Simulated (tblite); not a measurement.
Compound: C8H18S.
Cartesian coordinates in Å at the GFN2-xTB level; atoms count from 1:
```
atom  x, y, z in Å
C1    -2.109    2.065   -0.150
C2    -2.173    0.546   -0.251
C3    -0.938   -0.191    0.291
C4    -1.146   -1.694    0.133
S5    -0.789    0.193    2.102
C6     0.330    0.313   -0.412
C7     1.591   -0.560   -0.350
C8     2.647    0.050   -1.273
C9     2.162   -0.683    1.059
H10   -1.878    2.369    0.868
H11   -3.071    2.493   -0.425
H12   -1.354    2.475   -0.815
H13   -3.052    0.195    0.297
H14   -2.305    0.257   -1.298
H15   -1.117   -1.965   -0.921
H16   -2.116   -1.986    0.534
H17   -0.380   -2.255    0.661
H18   -2.001   -0.252    2.430
H19    0.076    0.446   -1.468
H20    0.577    1.297   -0.006
H21    1.354   -1.560   -0.726
H22    2.279    0.123   -2.295
H23    3.546   -0.562   -1.278
H24    2.916    1.048   -0.934
H25    2.362    0.302    1.474
H26    1.475   -1.195    1.726
H27    3.094   -1.243    1.038
```

Computed with GFN2-xTB (tblite): harmonic, unscaled wavenumbers at the GFN2-xTB geometry, gas phase. This tight-binding method is rough: wavenumbers can miss measured ones by several per cent, in bad cases by 10 to 20. Modes of hydrogen on sulfur can be 10 to 20 % off. One conformer, not necessarily the lowest.

Harmonic wavenumbers (cm⁻¹): 65.7, 93.1, 106.7, 158.6, 178.9, 201.4, 206.1, 231.8, 243.1, 254.7, 272.4, 290.1, 334.4, 338.8, 399.5, 437.4, 471.1, 503.9, 610.6, 805.4, 828.2, 838.6, 873.6, 921.8, 949.8, 952.7, 990.2, 996.2, 1023.9, 1045.8, 1084.8, 1106.8, 1128.8, 1171.1, 1180.6, 1189.3, 1215.4, 1256.6, 1274.8, 1308.3, 1343.2, 1346.8, 1366.0, 1408.2, 1414.7, 1416.1, 1427.1, 1474.9, 1488.1, 1494.8, 1498.3, 1500.4, 1501.4, 1504.4, 1508.4, 1509.4, 1512.5, 2426.5, 2940.8, 2944.5, 2949.7, 2961.3, 2979.3, 3011.7, 3017.9, 3024.2, 3026.4, 3030.2, 3035.2, 3036.1, 3038.9, 3039.4, 3048.2, 3049.2, 3057.7.

A = 1747, B = 911.2, C = 795.3 MHz; mass 146.113 u (most abundant isotopes); point group C1, symmetry number 1.

What is the zero-point energy?

½Σν̃ = 52936 cm⁻¹ = 633.26 kJ/mol.

Give the ideal-gas entropy at 273.15 K and 1 bar in the rigid-rotor, harmonic-oscillator model (classical rotation).

Translation 169.20, rotation 124.09, vibration 140.15: S = 433.4 J/(mol K).

And Cp and H(273.15 K) − H(0)?

Cp = 189.32 J/(mol K), of which vibrations give 156.06 (their classical limit is 75 R = 623.6); H(273.15 K) − H(0) = 30.69 kJ/mol without the zero-point energy, 21.61 from vibrations.

What must be added to the electronic energy to get the Gibbs energy at 273.15 K and 1 bar?

ZPE + [H(273.15 K) − H(0)] − T·S = 633.26 + 30.69 − 118.39 = 545.56 kJ/mol.

How do the functions run with temperature in this model?

```csv
T (K),S (J/(mol K)),Cp (J/(mol K)),H − H(0) (kJ/mol),G − H(0) (kJ/mol),ln q(vib)
50,246.2,54.6,2.00,-10.31,0.31
100,296.3,94.2,5.73,-23.90,1.49
298.15,450.6,202.7,35.59,-98.75,8.21
373.15,500.5,243.7,52.33,-134.43,10.81
500,581.0,308.2,87.44,-203.08,15.16
750,725.6,405.1,177.39,-366.81,23.51
1000,851.8,471.3,287.44,-564.34,31.41
```

q(vib) and H(0) count from the zero-point level.

Which modes carry the vibrational entropy at 273.15 K?

65.7 cm⁻¹: 17.18; 93.1 cm⁻¹: 14.32; 106.7 cm⁻¹: 13.21; 158.6 cm⁻¹: 10.05; 178.9 cm⁻¹: 9.11; 201.4 cm⁻¹: 8.20 J/(mol K); the other 69 give 68.08 together.

Hindered rotation and anharmonicity are outside this model. Other conformers, if any are populated, would add a mixing term that is left out. The structure is chiral; the term R ln 2 for an equal mix with its mirror image is left out.
